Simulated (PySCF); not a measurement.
Gas-phase reaction: Br2 + 2 HO2 → 2 HOBr + 2 O

Computed with PySCF and rigid-rotor harmonic-oscillator thermochemistry at 1 bar. † marks an energy on the PBE0/def2-TZVP geometry and frequencies; other levels use their own. MP2 and CCSD(T) freeze the core. 6-31G* has spherical d functions here. Open shells (unrestricted): HO2 (multiplicity 2), O (multiplicity 3); the rest are closed-shell singlets. Spin-orbit splitting is ignored; it lowers the true energy and changes the entropy of O. B3LYP is the form with VWN-RPA correlation. Br: all electrons, no relativistic terms. MP2 isn't extrapolated to the basis-set limit. CCSD(T) isn't extrapolated to the basis-set limit.

```
level                ΔH°(298 K), kJ
-------------------  --------------
B3LYP/6-31G*                      ?
BLYP/def2-TZVP†                 395
CCSD(T)/def2-TZVPP†               ?
MP2/def2-SVP†                   275
MP2/def2-TZVPP†                 273
PBE/def2-SVP                    465
PBE0/def2-QZVP†                 355
PBE0/def2-SVP†                  382
PBE0/def2-TZVP                  357
LDA/def2-TZVP†                    ?
ωB97M-V/def2-TZVP†                ?
```

Question: Some entries are withheld; supply them.

Answer: 
- B3LYP/6-31G*, ΔH°(298 K), kJ: 374
- CCSD(T)/def2-TZVPP†, ΔH°(298 K), kJ: 283
- LDA/def2-TZVP†, ΔH°(298 K), kJ: 551
- ωB97M-V/def2-TZVP†, ΔH°(298 K), kJ: 341
